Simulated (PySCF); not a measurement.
# Computed properties of C2H6O2Si, SMILES CC(=O)O[SiH3]

Si(H)3(OAc) (C2H6O2Si), SMILES CC(=O)O[SiH3]. Geometry optimised at r2SCAN-D4/def2-SVP. Other conformers were not sampled. All values are computed for the isolated molecule unless a solvent is named; none is compared with measurement here.

**Structure.** The optimised structure has Cs symmetry. All 27 harmonic modes at r2SCAN-D4/def2-SVP (PySCF) are real, so it is a minimum. With heavy atoms numbered as in [SiH3:1][O:2][C:3]([CH3:4])=[O:5], the shortest bond between them is C3–O5 at 1.211 Å and the longest Si1–O2 at 1.721 Å.

**Vibrations.** The strongest infrared lines (harmonic, unscaled, degenerate partners summed) lie at 938 cm⁻¹ (287 km/mol, H 72 %, O 14 %, Si 10 %), 1282 cm⁻¹ (260 km/mol, C 54 %, H 33 %, O 14 %), 1815 cm⁻¹ (215 km/mol, C 64 %, O 35 %). The softest mode is at 96 cm⁻¹ and the zero-point energy is 48.3 kcal/mol.

**Electronic structure.** PBE0/def2-TZVP (PySCF) places the frontier levels at -8.25 and -0.09 eV, a gap of 8.16 eV, and gives a dipole moment of 1.79 D and a mean polarisability of 55.6 bohr³. PBE/def2-TZVP (PySCF) at the same geometry gives -6.58 and -1.24 eV, so its gap is 2.82 eV narrower. An orbital gap is neither the optical nor the fundamental gap.

**Excitations.** TDDFT-CAM-B3LYP/def2-SVPD (PySCF) has S1 at 5.83 eV (213 nm, f = 0.001, dark); the most intense of the 10 singlets computed lies at 8.15 eV (f = 0.09). T1 (TDA) is at 5.32 eV. TDDFT-PBE/def2-SVPD (PySCF) puts S1 at 5.53 eV. No vertical singlet excitation falls in the visible range (under 3.1 eV).

**NMR.** GIAO shifts at PBE0/pcSseg-1 (PySCF) (non-relativistic, atoms alike by connectivity averaged): ¹³C from 24.5 to 181.5 ppm against TMS; ¹H from 2.4 to 5.0 ppm against TMS; ²⁹Si at -33.0 ppm against TMS.

**Solvation.** SMD-B3LYP/6-31G* (PySCF) gives -1.3 kcal/mol in water, -4.0 kcal/mol in diethylether, -3.3 kcal/mol in methanol (1 M in both phases, gas-phase geometry); of these solvents diethylether holds the molecule best.
